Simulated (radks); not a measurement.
Values are calculated unless marked as measured or tabulated.
Valence configurations of Ir2+ (all share [Xe]). Code: a radial shooting solver on a logarithmic mesh with Libxc functionals. Model: scalar-relativistic Kohn-Sham, PBE, spin-unpolarised, spherical densities, finite nucleus; Fermi nuclear charge, rms radius 5.4032 fm. Order these by energy: 4f14 5d6 6s1; 4f14 5d5 6p2; 4f14 5d5 6s2; 4f14 5d5 6s1 6p1; 4f13 5d7 6s1; 4f14 5d7; 4f14 5d3 6s2 6p2; 4f13 5d7 6p1; 4f12 5d7 6p2; 4f12 5d9.

Answer. From the lowest, in eV above it: 4f14 5d7 0.000; 4f14 5d6 6s1 3.505; 4f14 5d5 6s2 8.196; 4f14 5d5 6s1 6p1 16.527; 4f14 5d5 6p2 25.018; 4f14 5d3 6s2 6p2 39.996; 4f13 5d7 6s1 64.855; 4f13 5d7 6p1 72.938; 4f12 5d9 129.99; 4f12 5d7 6p2 160.70. NIST lists [Xe] 4f14 5d7 as the ground configuration; this level of theory agrees among the configurations tried. The energies are those of spherical spin-averaged densities, not of single terms.
